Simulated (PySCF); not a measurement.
Telling isomers of C$_{3}$H$_{2}$FN$_{3}$ apart by NMR

All values are calculated (PySCF 2.14): shielding tensors at PBE0/pcSseg-1 (GIAO), J couplings at B3LYP/pcJ-1, coordinates at the PBE0-D3(BJ)/def2-SVP level. One computed conformer, one averaged value for each set of equivalent atoms, non-relativistic, no solvent.

References, each an isolated molecule treated in the same way: 1H and 13C vs TMS. Multiplet labels drop J under 1 Hz and among equivalent protons, and merge close values. Unscaled 3J(H,H) run several per cent high. One-bond C–F couplings are unscaled and too large by tens of Hz. Shifts are as computed. Against solution values, carbons near 30 ppm lie about +2 ppm off and those near 130 ppm about +5 ppm. Of 1313 compounds with measured shifts, 239 miss one by over three times the rms of a fit or turn the order of signals round; such compounds aren't used in these exercises.

(1) Tabulate the signals of `Fc1ccnnn1`, `Fc1cnnnc1` and their relative energies.

(2) What is the quickest way to tell Fc1ccnnn1 from Fc1cnnnc1?

Answers

(1) 
```json
{"SMILES": "Fc1ccnnn1", "carbon types": "1×C 2×CH", "δC": "171.2, 155.7, 107.2", "δH": "9.04 (dd, 1H), 6.73 (dd, 1H)", "E rel. (kcal/mol)": "0.0"}
{"SMILES": "Fc1cnnnc1", "carbon types": "1×C 2×CH", "δC": "162.3, 142.9", "δH": "9.10 (d, 2H)", "E rel. (kcal/mol)": "5.8"}
```

Energies are electronic energies at PBE0/pcSseg-1 on these geometries, without zero-point or thermal terms, each for the one conformer computed, which needn't be the lowest.

(2) Count the carbon signals: 3 against 2. The first has an aromatic CH at 107.2 ppm, the second an aromatic CH next to a ring nitrogen at 142.9 ppm. Their most deshielded carbons lie at 171.2 and 162.3 ppm.
